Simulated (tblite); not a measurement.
C₅H₈O₄Si.
Numbering: `[CH2:1]=[CH:2][C@@H:3]1[O:4][C:5](=[O:6])[O:7][C@H:8]1[O:9][SiH3:10]` (hydrogens: H11, H12 on C1; H13 on C2; H14 on C3; H15 on C8; H16, H17, H18 on Si10)

Cartesian coordinates in Å at the GFN2-xTB level; atoms count from 1:
```xyz
18
C5H8O4Si angstrom
C     -2.9758   -0.0922    0.7537
C     -2.0152    0.7526    0.4325
C     -0.7379    0.3624   -0.2537
O     -0.7291   -0.9951   -0.6564
C      0.1156   -1.7053    0.0966
O      0.2653   -2.8768    0.0277
O      0.7804   -0.9017    0.9618
C      0.4961    0.4487    0.6914
O      1.5448    1.0892    0.1041
Si     2.8569    0.3716   -0.5852
H     -3.8688    0.2364    1.2550
H     -2.9091   -1.1402    0.5137
H     -2.0763    1.8072    0.6608
H     -0.5612    0.9887   -1.1354
H      0.2613    0.9477    1.6417
H      2.4470   -0.5453   -1.6518
H      3.4583    1.5978   -1.0822
H      3.6392   -0.3391    0.4196
```

Computed values, GFN2-xTB/tblite, gas phase, harmonic and unscaled. Errors from tens to a few hundred cm⁻¹ against measured bands are possible. Modes of hydrogen on silicon can be 10 to 20 % off. One conformer, not necessarily the lowest.

Harmonic wavenumbers (cm⁻¹): 28.6, 48.3, 68.3, 95.2, 148.2, 167.9, 236.7, 291.6, 330.6, 458.4, 525.3, 579.7, 609.4, 615.4, 662.9, 705.3, 726.8, 743.0, 745.3, 795.0, 801.7, 820.0, 903.2, 925.3, 971.5, 996.5, 1012.3, 1020.6, 1041.6, 1081.8, 1120.5, 1155.9, 1210.8, 1226.2, 1270.4, 1290.4, 1312.1, 1395.0, 1711.1, 1865.7, 2239.7, 2303.6, 2353.3, 2903.3, 2936.1, 3076.0, 3113.8, 3145.5.

A = 1914, B = 905.3, C = 690.1 MHz; mass 160.019 u (most abundant isotopes); point group C1, symmetry number 1.

**Question.** Zero-point energy?

**Answer.** ½Σν̃ = 26893 cm⁻¹ = 76.89 kcal/mol.

**Question.** Entropy at 400 K, 1 bar (ideal gas, RRHO, classical rotation)?

**Answer.** Translation 42.61, rotation 30.85, vibration 45.32: S = 118.8 cal/(mol K).

**Question.** And Cp and H(400 K) − H(0)?

**Answer.** Cp = 51.49 cal/(mol K), of which vibrations give 43.54 (their classical limit is 48 R = 95.4); H(400 K) − H(0) = 12.09 kcal/mol without the zero-point energy, 8.91 from vibrations.

**Question.** What must be added to the electronic energy to get the Gibbs energy at 400 K and 1 bar?

**Answer.** ZPE + [H(400 K) − H(0)] − T·S = 76.89 + 12.09 − 47.51 = 41.47 kcal/mol.

**Question.** Which modes carry the vibrational entropy at 400 K?

**Answer.** 28.6 cm⁻¹: 6.51; 48.3 cm⁻¹: 5.47; 68.3 cm⁻¹: 4.78; 95.2 cm⁻¹: 4.13; 148.2 cm⁻¹: 3.26; 167.9 cm⁻¹: 3.02 cal/(mol K); the other 42 give 18.15 together.

Hindered rotation and anharmonicity are outside this model. Other conformers, if any are populated, would add a mixing term that is left out. The structure is chiral; the term R ln 2 for an equal mix with its mirror image is left out.
